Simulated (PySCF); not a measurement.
**Computed properties of B(H)(OH)(NH2) (BH4NO), SMILES NBO**

B(H)(OH)(NH2) (BH4NO), SMILES B(O)N. Geometry optimised at r2SCAN-D4/def2-TZVP. The values are those of a single conformer. All values are computed for the isolated molecule unless a solvent is named; none is compared with measurement here.

**Structure.** The optimised structure has Cs symmetry. All 15 harmonic modes at r2SCAN-D4/def2-TZVP (PySCF) are real, so it is a minimum. With heavy atoms numbered as in [BH:1]([OH:3])[NH2:5], the shortest bond between them is B1–O3 at 1.372 Å and the longest B1–N5 at 1.406 Å.

**Vibrations.** The strongest infrared lines (harmonic, unscaled, degenerate partners summed) lie at 1425 cm⁻¹ (317 km/mol, B 65 %, H 19 %, O 11 %), 1635 cm⁻¹ (145 km/mol, H 79 %, N 16 %), 2618 cm⁻¹ (139 km/mol, H 91 %, B 9 %). The softest mode is at 424 cm⁻¹ and the zero-point energy is 34.1 kcal/mol.

**Electronic structure.** M06-2X/def2-TZVPD (PySCF) places the frontier levels at -9.47 and 0.01 eV, a gap of 9.48 eV, and gives a dipole moment of 2.74 D and a mean polarisability of 29.3 bohr³.

**Excitations.** TDA-M06-2X/def2-SVPD (PySCF) has S1 at 6.99 eV (177 nm, f = 0.016, weak); the most intense of the 10 singlets computed lies at 10.19 eV (f = 0.17). T1 (TDA) is at 6.84 eV, 0.15 eV under S1. No vertical singlet excitation falls in the visible range (under 3.1 eV).

**NMR.** GIAO shifts at PBE0/pcSseg-2 (PySCF) (non-relativistic, atoms alike by connectivity averaged): ¹H from 2.6 to 4.4 ppm against TMS; ¹¹B at 16.8 ppm against BF3.
